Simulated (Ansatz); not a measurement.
Start from `[CH3][SnH2][B](N)F` and change one atom or group to get `NB(F)[O][GeH3]`.

Ansatz, PBE0-D4/def2-TZVP geometries, multiplicity 1. Each molecule was computed in one conformer, which needn't be the lowest.

Elements past krypton have def2 core potentials. Scalar relativity is left out up to krypton.

```json
{"property": "size of the dipole moment (ωB97M-V/def2-TZVPP) / D", "`[CH3][SnH2][B](N)F`": "2.23"}
{"property": "HOMO–LUMO gap (PBE/def2-TZVPP) / eV", "`[CH3][SnH2][B](N)F`": "5.35"}
{"property": "LUMO energy (PBE/def2-TZVPP) / eV", "`[CH3][SnH2][B](N)F`": "-1.04"}
{"property": "LUMO energy (PBE0/def2-TZVPP) / eV", "`[CH3][SnH2][B](N)F`": "-0.21"}
{"property": "HOMO–LUMO gap (PBE0/def2-TZVPP) / eV", "`[CH3][SnH2][B](N)F`": "7.38"}
{"property": "size of the dipole moment (PBE/def2-TZVPP) / D", "`[CH3][SnH2][B](N)F`": "2.24"}
```

Problem. Give the same properties after the change, and the shifts. (Best estimate.)

Solution. The calculation gave: 
| property | `NB(F)[O][GeH3]` | shift |
| --- | --- | --- |
| size of the dipole moment (ωB97M-V/def2-TZVPP) / D | 0.80 | -1.43 |
| HOMO–LUMO gap (PBE/def2-TZVPP) / eV | 5.74 | 0.39 |
| LUMO energy (PBE/def2-TZVPP) / eV | -0.61 | 0.43 |
| LUMO energy (PBE0/def2-TZVPP) / eV | 0.24 | 0.45 |
| HOMO–LUMO gap (PBE0/def2-TZVPP) / eV | 8.06 | 0.68 |
| size of the dipole moment (PBE/def2-TZVPP) / D | 0.89 | -1.35 |

With PBE0 the HOMO falls by 0.22 eV and the LUMO rises by 0.45 eV, so the gap widens by about 0.67 eV. PBE moves the HOMO by 0.05 eV and ωB97M-V by -0.46 eV. Dipoles are sizes alone; their direction can turn.
